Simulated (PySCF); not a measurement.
ZnH: script and output

Input:

```python
from pyscf import gto, dft

mol = gto.M(
    atom='Zn 0 0 0; H 0 0 1.51',
    basis='pcseg-1',
    charge=0,
    spin=1,
    verbose=4,
)
mf = dft.ROKS(mol, xc='lda,vwn')
mf.kernel()
mf.analyze()
print('orbital energies (hartree):', mf.mo_energy[..., max(0, mol.nelec[1]-3):mol.nelec[0]+3].round(4))
```

```bash
$ python input.py
```

It prints (some set-up lines and the per-cycle HOMO/LUMO lines with their warnings removed):

```
PySCF version 2.14.0

[INPUT] Symbol           X                Y                Z      unit          X                Y                Z       unit  Magmom
[INPUT]  1 Zn     0.000000000000   0.000000000000   0.000000000000 AA    0.000000000000   0.000000000000   0.000000000000 Bohr   0.0
[INPUT]  2 H      0.000000000000   0.000000000000   1.510000000000 AA    0.000000000000   0.000000000000   2.853486448093 Bohr   0.0

nuclear repulsion = 10.5134545215894
number of shells = 6
number of NR pGTOs = 88
number of NR cGTOs = 36
basis = pcseg-1
ecp = {}

******** <class 'pyscf.dft.roks.ROKS'> ********
method = ROKS
initial guess = minao
damping factor = 0
level_shift factor = 0
DIIS = <class 'pyscf.scf.diis.CDIIS'>
SCF conv_tol = 1e-09
SCF max_cycles = 50
num. doubly occ = 15  num. singly occ = 1
XC functionals = lda,vwn

grids dens level: 3
tot grids = 30448
init E= -1776.40345356639
cycle= 1 E= -1776.67361188804  delta_E= -0.27  |g|= 1.08  |ddm|= 1.39
cycle= 2 E= -1776.45924733858  delta_E= 0.214  |g|= 1.35  |ddm|= 1.49
cycle= 3 E= -1776.8371653764  delta_E= -0.378  |g|= 0.162  |ddm|= 1.11
cycle= 4 E= -1776.84159070815  delta_E= -0.00443  |g|= 0.0376  |ddm|= 0.121
cycle= 5 E= -1776.84190736422  delta_E= -0.000317  |g|= 0.00463  |ddm|= 0.0316
cycle= 6 E= -1776.84191246373  delta_E= -5.1e-06  |g|= 0.000423  |ddm|= 0.00398
cycle= 7 E= -1776.84191249787  delta_E= -3.41e-08  |g|= 1.75e-05  |ddm|= 0.000373
cycle= 8 E= -1776.84191249802  delta_E= -1.5e-10  |g|= 3.87e-06  |ddm|= 3.43e-05
Extra cycle  E= -1776.84191249802  delta_E= 4.55e-12  |g|= 4.77e-06  |ddm|= 1.33e-05
converged SCF energy = -1776.84191249802
**** SCF Summaries ****
Total Energy =                       -1776.841912498018473
Nuclear Repulsion Energy =              10.513454521589404
One-electron Energy =                -2503.117029687121430
Two-electron Energy =                  715.761662667513519
Two-electron Coulomb Energy =          784.301941748318654
DFT Exchange-Correlation Energy =      -68.540279080805078
**** MO energy ****
                Roothaan           | alpha              | beta
[5 lines left out]
MO #6   energy= -4.57605129246607  | -4.57724905207095  | -4.57485353293504  occ= 2
MO #7   energy= -3.04396527123051  | -3.04516363716084  | -3.04276690530015  occ= 2
MO #8   energy= -3.04396527123047  | -3.04516363716082  | -3.04276690530014  occ= 2
MO #9   energy= -3.04109421042088  | -3.04261944148764  | -3.03956897956063  occ= 2
MO #10  energy= -0.436020982005793 | -0.440580724930829 | -0.431461238988086 occ= 2
MO #11  energy= -0.421488854057062 | -0.423342037001084 | -0.419635671112968 occ= 2
MO #12  energy= -0.421488849869634 | -0.423342032552257 | -0.419635667186985 occ= 2
MO #13  energy= -0.419825389459416 | -0.422241418125833 | -0.417409360793003 occ= 2
MO #14  energy= -0.419825389459397 | -0.422241418125821 | -0.41740936079299  occ= 2
MO #15  energy= -0.297350170754362 | -0.307193006509071 | -0.287507322654913 occ= 2
MO #16  energy= -0.134958022428935 | -0.153679170684471 | -0.116236844375819 occ= 1
MO #17  energy= 0.0285256340735973 | 0.0193588363829725 | 0.0376924317642332 occ= 0
MO #18  energy= 0.0285256340736137 | 0.0193588363829719 | 0.0376924317642363 occ= 0
MO #19  energy= 0.101558905080097  | 0.0958939368946698 | 0.107223874178012  occ= 0
[17 lines left out]
 ** Mulliken pop on meta-lowdin orthogonal AOs  **
 ** Mulliken pop  **
pop of  0 Zn 1s           2.00000
pop of  0 Zn 2s           1.99997
pop of  0 Zn 3s           1.99974
pop of  0 Zn 4s           1.48306
pop of  0 Zn 5s           0.01514
pop of  0 Zn 2px          2.00000
pop of  0 Zn 2py          2.00000
pop of  0 Zn 2pz          2.00000
pop of  0 Zn 3px          1.99995
pop of  0 Zn 3py          1.99995
pop of  0 Zn 3pz          1.99996
pop of  0 Zn 4px          0.00008
[24 lines left out]
 ** Mulliken atomic charges  **
charge of    0Zn =      0.43462
charge of    1H =     -0.43462
Dipole moment(X, Y, Z, Debye): -0.00000,  0.00000, -0.69286
orbital energies (hartree): [-0.4198 -0.4198 -0.2974 -0.135   0.0285  0.0285  0.1016]
```

In short: E(SCF) = -1776.841912 Eh, 8 cycles, μz(SCF) = -0.69 D.

Wall time 1.3 s on one thread of a shared host.

The bond length is a typed value, not an optimised one. No search for the lowest solution was made.
